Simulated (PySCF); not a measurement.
# Relaxation of triplet ZrH₂

Method: PySCF, UPBE0, basis Zr def2-TZVP with ECP28, H def2-TZVP (scalar-relativistic core potentials, no spin–orbit coupling, density fitting). A (50,194) grid was used.

A hand-made linear start, of D∞h symmetry, held to at least that symmetry:

Coordinates in bohr (charge 0 multiplicity 3):
```
Zr    0.0000    0.0000    0.0000
H     0.0000    0.0000    3.5149
H     0.0000    0.0000   -3.5149
```

At each step, columns x, y, z (Å) and Fx, Fy, Fz (eV/Å):

```
step 0  E − E(last) = 10.67 kJ/mol
Zr   0.000   0.000   0.000   0.000   0.000   0.000
H    0.000   0.000   1.860   0.000   0.000   1.138
H    0.000   0.000  -1.860   0.000   0.000  -1.138
step 1  E − E(last) = 3.24 kJ/mol
Zr   0.000   0.000   0.000   0.000   0.000   0.000
H    0.000   0.000   1.905   0.000   0.000   0.596
H    0.000   0.000  -1.905   0.000   0.000  -0.596
step 2  E − E(last) = 0.09 kJ/mol
Zr   0.000   0.000   0.000   0.000   0.000   0.000
H    0.000   0.000   1.953   0.000   0.000   0.093
H    0.000   0.000  -1.953   0.000   0.000  -0.093
step 3  E − E(last) = 0.00 kJ/mol
Zr   0.000   0.000   0.000   0.000   0.000   0.000
H    0.000   0.000   1.962   0.000   0.000   0.009
H    0.000   0.000  -1.962   0.000   0.000  -0.009
step 4  E − E(last) = 0.00 kJ/mol
Zr   0.000   0.000   0.000   0.000   0.000   0.000
H    0.000   0.000   1.963   0.000   0.000   0.000
H    0.000   0.000  -1.963   0.000   0.000   0.000
```

It ends at D∞h with Zr–H 1.963 Å (×2); H–Zr–H 180.0°. A frequency run shows 2 imaginary modes (one degenerate set), down to 759i cm⁻¹, so it is a higher-order saddle point.

Other spin states or occupations of the open shell can lie lower.
